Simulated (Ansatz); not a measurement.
Ideal-gas functions of `C[O][In]([F])[F]` at 800 K and 1 bar, from an Ansatz frequency run at PBE0-D4/def2-TZVP.

Molar mass 183.85 g/mol, point group Cs (symmetry number 1), electronic degeneracy 1, moments of inertia 103.362, 233.305, 333.49 u Å². Harmonic wavenumbers (cm⁻¹, unscaled): 34, 72, 92, 129, 157, 232, 550, 604, 625, 1096, 1172, 1185, 1477, 1489, 1494, 3012, 3076, 3099.

Use S(trans) = R[1.5 ln M + 2.5 ln T − 1.1517]; rotational temperatures θ = 24.2544 K / I; S(rot) = R[ln(√π/σ · √(T³/θAθBθC)) + 1.5]; for each mode x = 1.438777 ν̃/T, S = R[x/(eˣ − 1) − ln(1 − e⁻ˣ)] and H = RT x/(eˣ − 1); 1 cm⁻¹ = 0.0119627 kJ/mol; R = 8.31446 J/(mol·K).

**Question.** By hand: the entropy, in J/(mol·K).

**Answer.** Translation 194.4. Rotation: θ = 0.2347, 0.104, 0.0727 K, giving 126.9. Vibration, mode by mode: 31.55, 25.32, 23.28, 20.48, 18.86, 15.64, 8.74, 8.02, 7.77, 3.90, 3.50, 3.44, 2.27, 2.23, 2.22, 0.24, 0.22, 0.21, in all 177.9. Electronic 0.0. Sum 499.2 J/(mol·K).

**Question.** By hand: H − E and G − E in kJ/mol, counted from the electronic energy.

**Answer.** Zero-point energy ½ × 19595 × 0.0119627 = 117.2; thermal vibration 57.4; translation, rotation and pV give 4 RT = 26.6. H − E = 201.2 kJ/mol, and G − E = 201.2 − 800 × 499.2/1000 = -198.2 kJ/mol.

Vibration gives 36 % of the entropy, 100.6 J/(mol·K) of it from the modes under 150 cm⁻¹: soft modes count most, and the harmonic formula is weakest for them. The sum counts one conformer and one mirror image; others add a mixing term.
